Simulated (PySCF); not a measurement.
Job file and geometry (Å, from PBE0-D3(BJ)/def2-SVP) of a spin–spin coupling run on `[CH3][Ge]([F])([F])[F]`, CH₃F₃Ge, PBE/pcJ-1 Ge:pcSseg-1 indirect spin-spin coupling, non-relativistic, gas phase (PySCF); density fitting, a coarse starting grid and PySCF grid level 2 are the driver's defaults:

```
$ OMP_NUM_THREADS=1 python probes_run.py task.json out

{"job": {"kind": "j", "xc": "PBE", "basis": "pcJ-1"}, "charge": 0, "multiplicity": 1}
Ge    -0.040545     0.039542    -0.843410
C      0.093431    -0.072106     1.058259
H     -0.910313     0.008714     1.496480
H      0.727863     0.744015     1.428831
H      0.539206    -1.037329     1.334252
F      1.478864    -0.053466    -1.641595
F     -0.753133     1.502559    -1.394935
F     -0.997153    -1.217589    -1.521581
```

Q: What does the program print?

A: 
```
coarse grid: 35912 points
cycle   1  E = -2415.4521711871  dE = -2.607e-01  |g| = 1.556e+00  |ddm| = 2.724e+00
cycle   2  E = -2414.5900921956  dE =  8.621e-01  |g| = 2.909e+00  |ddm| = 2.583e+00
cycle   3  E = -2415.6952953796  dE = -1.105e+00  |g| = 3.891e-01  |ddm| = 1.900e+00
cycle   4  E = -2415.7158761451  dE = -2.058e-02  |g| = 1.601e-01  |ddm| = 3.321e-01
cycle   5  E = -2415.7205292294  dE = -4.653e-03  |g| = 3.308e-02  |ddm| = 1.360e-01
cycle   6  E = -2415.7207647120  dE = -2.355e-04  |g| = 6.763e-03  |ddm| = 2.881e-02
cycle   7  E = -2415.7207738082  dE = -9.096e-06  |g| = 1.135e-03  |ddm| = 5.755e-03
final grid: 75176 points
cycle   8  E = -2415.7206408251  dE = -5.970e-08  |g| = 1.466e-03  |ddm| = 2.636e-03
cycle   9  E = -2415.7206404169  dE =  4.082e-07  |g| = 2.312e-03  |ddm| = 2.672e-03
cycle  10  E = -2415.7206411225  dE = -7.057e-07  |g| = 4.620e-04  |ddm| = 1.478e-03
cycle  11  E = -2415.7206411590  dE = -3.645e-08  |g| = 6.838e-05  |ddm| = 3.239e-04
cycle  12  E = -2415.7206411595  dE = -4.852e-10  |g| = 1.487e-05  |ddm| = 4.072e-05
converged SCF energy = -2415.7206411595

Indirect spin-spin couplings (Hz)
  i      j    bonds     total        FC       PSO       DSO        SD
  1 C    2 H    1    132.175   129.458     1.276     1.047     0.393
  1 C    3 H    1    132.117   129.402     1.276     1.045     0.394
  1 C    4 H    1    131.775   129.056     1.281     1.046     0.392
  1 C    5 F    2     -2.363     2.454    -5.705    -0.539     1.425
  1 C    6 F    2     -2.331     2.462    -5.683    -0.541     1.431
  1 C    7 F    2     -2.241     2.700    -5.747    -0.527     1.333
  2 H    3 H    2    -11.738   -13.036     2.858    -1.759     0.199
  2 H    4 H    2    -11.887   -13.193     2.839    -1.737     0.204
  2 H    5 F    3     12.271    14.337     0.811    -3.321     0.444
  2 H    6 F    3     -3.963    -2.702    -0.227    -0.703    -0.331
  2 H    7 F    3     -3.948    -2.663    -0.240    -0.714    -0.330
  3 H    4 H    2    -11.955   -13.262     2.834    -1.734     0.207
  3 H    5 F    3     -3.987    -2.714    -0.242    -0.700    -0.332
  3 H    6 F    3     -3.920    -2.620    -0.221    -0.765    -0.314
  3 H    7 F    3     12.591    14.608     0.823    -3.299     0.461
  4 H    5 F    3     -3.921    -2.634    -0.218    -0.751    -0.319
  4 H    6 F    3     12.239    14.311     0.811    -3.322     0.440
  4 H    7 F    3     -4.003    -2.736    -0.253    -0.670    -0.345
  5 F    6 F    2   -133.583   -75.243  -102.015    -1.897    45.573
  5 F    7 F    2   -130.075   -74.023   -99.939    -1.928    45.816
  6 F    7 F    2   -132.137   -74.812  -100.998    -1.906    45.578
```

Size and cost of the density-fitted run: 179 basis functions, 31 s wall time on 1 thread of an Intel Xeon, shared host; peak memory 0.64 GiB.
